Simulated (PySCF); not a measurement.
# SMILES C1(OC)=CC[Se]C1, C5H8OSe

Geometry (Å), atoms numbered from 1 in this order:
```xyz
15

C     2.142   -0.987   -0.114
O     1.454   -0.029    0.655
C     0.159    0.224    0.329
C    -0.573   -0.324   -0.634
C    -1.986    0.120   -0.804
Se   -2.281    1.537    0.545
C    -0.456    1.266    1.217
H     3.153   -1.022    0.289
H     1.678   -1.974   -0.026
H     2.177   -0.698   -1.169
H    -0.214   -1.082   -1.310
H    -2.698   -0.690   -0.627
H    -2.172    0.536   -1.798
H    -0.486    0.928    2.255
H     0.101    2.203    1.171
```

The calculation used GIAO BP86/def2-SVP magnetisability, rotational g tensor and spin-rotation constants, non-relativistic, gas phase in PySCF 2.14.0. Geometry: GFN2-xTB.

The calculation is non-relativistic, which matters for the atoms heavier than Zn.

How diamagnetic is it, and how anisotropic?

Isotropic -1334 × 10⁻³⁰ J/T², or -80.4 × 10⁻⁶ cm³/mol; principal values -1351, -1343, -1309 × 10⁻³⁰ J/T², anisotropy 38 × 10⁻³⁰ J/T² (root of half the summed squared differences of the principal values). The susceptibility is in cgs units.

Split it along the inertial axes a, b, c into diamagnetic and paramagnetic parts about the centre of mass, with the quadrupole moment.


```
axis  χ (10⁻⁶ cm³/mol)  diamagnetic (10⁻⁶ cm³/mol)  paramagnetic (10⁻⁶ cm³/mol)  summed x² of all electrons (Å²)  quadrupole Θ (D Å)
   a             -79.4                      -353.5                        274.1                            284.1               +4.04
   b             -80.8                     -1275.5                       1194.7                             66.8               +1.89
   c             -80.9                     -1488.6                       1407.7                             16.5               -5.93
```
Anisotropies 2χaa − χbb − χcc = +3.0 and 2χbb − χaa − χcc = -1.2 × 10⁻⁶ cm³/mol. Θ is traceless in Buckingham's convention.

And the rotational g tensor?


| axis | rotational constant (GHz) | g | nuclear part | electronic part |
| --- | --- | --- | --- | --- |
| a | 5.2276 | -0.0389 | 0.6343 | -0.6732 |
| b | 0.9561 | -0.0059 | 0.5307 | -0.5366 |
| c | 0.8210 | -0.0032 | 0.5397 | -0.5429 |

Asymmetric top; isotopes 12C, 1H, 16O, 80Se; no vibrational averaging.
